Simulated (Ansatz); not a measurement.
Isolated molecules relaxed with PBE0-D4/def2-TZVP in Ansatz; ΔE leaves out vibrations. CCSD(T)/CBS is the MP2 limit (def2-TZVPP, def2-QZVPP) plus CCSD(T) − MP2 in def2-TZVPP, frozen cores. Functionals use def2-TZVPP. For Br, Ge outer-core shells are correlated without core-valence functions, which leaves a few kJ/mol of doubt a bond. Scalar relativity is left out up to krypton. One conformer a species, not always the lowest.

Reaction (redistribution): `[OH][Al]([Cl])[Br]` + `[Br][Ge][Br]` → `[Cl][Al]([Br])[Br]` + `[OH][Ge][Br]`

**Question.** Is it downhill or uphill in electronic energy at CCSD(T)/CBS, and by how much? (Best estimate.)

**Answer.** Ansatz gave: Uphill: ΔE = +12.1 kJ/mol.

**Question.** What do these levels give: revPBE-D4, PBE0-D4, r2SCAN0-D4, B2PLYP, MP2/def2-SVP, SCS-MP2/def2-TZVPP? (Estimate.)

**Answer.** Computed: revPBE-D4 16.4, PBE0-D4 16.1, r2SCAN0-D4 16.8, B2PLYP 17.1, MP2/def2-SVP 4.5, SCS-MP2/def2-TZVPP 11.1 kJ/mol.

**Question.** What do rigid-rotor, harmonic-oscillator terms from PBE0-D4/def2-TZVP frequencies (298.15 K, 1 bar) make of the CCSD(T)/CBS value? (Best estimate.)

**Answer.** The calculation gave: ΔZPE = +0.6 kJ/mol, ΔH = +12.3 kJ/mol, ΔS = -3 J/(mol·K), ΔG = +13.2 kJ/mol.

Largest T1 diagnostic among the species: 0.013.

In def2-TZVPP, CCSD(T) changes the Hartree–Fock value by −3.4 kJ/mol (the triples alone add −0.6 kJ/mol) and MP2 by −4.8 kJ/mol. At CCSD(T), def2-SVP lies −6.5 kJ/mol from the extrapolated value and def2-TZVPP −0.2 kJ/mol. From BLYP to BHLYP (50 % exact exchange), in def2-TZVPP and without D4, ΔE moves by −3.8 kJ/mol.
